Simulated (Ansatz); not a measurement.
# What each rung costs, and what it gives

Saddle point of AlBH₄OF₂, closed shell (AlH₃O ([OH][AlH2]) + BHF₂ ([F][BH][F]) → BHOF₂ ([OH][B]([F])[F]) + AlH₃ (still joined by a long Al–O bond); dative contacts that become bonds: Al1–H6, O2–B5; bonds broken: B5–H6; bonds weakened to dative contacts: Al1–O2), PBE0-D4/def2-TZVP structure:

```json
{"atom": "Al1", "x (Å)": "-1.4150", "y (Å)": "-0.0199", "z (Å)": "-0.1423"}
{"atom": "O2", "x (Å)": "0.5138", "y (Å)": "-0.7978", "z (Å)": "0.0467"}
{"atom": "H3", "x (Å)": "-1.6789", "y (Å)": "-0.6960", "z (Å)": "-1.5628"}
{"atom": "H4", "x (Å)": "-2.1965", "y (Å)": "-0.4970", "z (Å)": "1.1501"}
{"atom": "B5", "x (Å)": "1.3288", "y (Å)": "0.2798", "z (Å)": "0.3756"}
{"atom": "H6", "x (Å)": "-0.7681", "y (Å)": "1.4552", "z (Å)": "-0.1572"}
{"atom": "F7", "x (Å)": "2.2143", "y (Å)": "0.7151", "z (Å)": "-0.4899"}
{"atom": "F8", "x (Å)": "1.2820", "y (Å)": "0.7405", "z (Å)": "1.5956"}
{"atom": "H9", "x (Å)": "0.7197", "y (Å)": "-1.1801", "z (Å)": "-0.8158"}
```

Barriers are electronic and count from the start structure reached by relaxing down the imaginary mode.

Computed with Ansatz 0.2.0 (basis: as named in each row); correlated methods freeze the cores. B3LYP uses VWN-RPA correlation. Extrapolation: Hartree–Fock as exp(−7.88 √X), correlation as X^−2.97.

Times are rough, for one single point on 4 threads of a shared host (Intel Xeon Platinum 8375C).

The estimate by CCSD(T) at an estimated basis limit (MP2 extrapolated from triple and quadruple zeta, plus CCSD(T) − MP2 in triple zeta) is 10.37 kcal/mol.

| method | basis | time (s) | barrier (kcal/mol) | method less estimate |
| --- | --- | --- | --- | --- |
| HF | STO-3G | under 1 | 8.32 | -2.05 |
| PBE-D4 | STO-3G | under 1 | 3.76 | -6.62 |
| SPW92 | def2-SVP | under 1 | 13.08 | 2.71 |
| PBE-D4 | def2-SVP | under 1 | 10.41 | 0.04 |
| B3LYP-D4 | 6-31G | under 1 | 10.86 | 0.48 |
| PBE0-D4 | def2-SVP | under 1 | 10.84 | 0.47 |
| SPW92 | def2-TZVPP | 1 | 13.58 | 3.21 |
| BLYP-D4 | def2-TZVPP | 1 | 8.55 | -1.82 |
| PBE-D4 | def2-TZVPP | 2 | 10.96 | 0.59 |
| B3LYP-D4 | def2-TZVPP | 2 | 8.96 | -1.41 |
| BHLYP-D4 | def2-TZVPP | 2 | 8.70 | -1.68 |
| PBE0-D4 | def2-TZVPP | 2 | 10.95 | 0.58 |
| wB97M-V | def2-SVP | 2 | 9.66 | -0.72 |
| CAM-B3LYP-D4 | def2-TZVPP | 2 | 9.58 | -0.79 |
| CCSD(T) | def2-SVP | 3 | 8.54 | -1.83 |
| r2SCAN0-D4 | def2-TZVPP | 3 | 10.87 | 0.50 |
| r2SCAN-D4 | def2-TZVPP | 3 | 10.97 | 0.60 |
| RPA on PBE | def2-TZVPP | 3 | 10.24 | -0.13 |
| B2PLYP | def2-TZVPP | 4 | 9.64 | -0.73 |
| PBE-QIDH | def2-TZVPP | 4 | 11.26 | 0.89 |
| wB97M-V | def2-TZVPP | 5 | 9.55 | -0.82 |
| wB97X-V | def2-TZVPP | 5 | 10.15 | -0.22 |
| B97M-V | def2-TZVPP | 6 | 6.99 | -3.38 |
| MP2 | def2-QZVPP | 11 | 11.16 | 0.78 |
| CCSD(T) | def2-TZVPP | 52 | 10.21 | -0.16 |

All methods are single points on the PBE0-D4 structures.

T1 diagnostic: at most 0.013.

Ligand swaps between two centres remove the fluorinated layer in thermal atomic layer etching, and scramble precursors in the gas phase.

Labels in which every atom is bracketed show which atoms are joined, not bond orders.
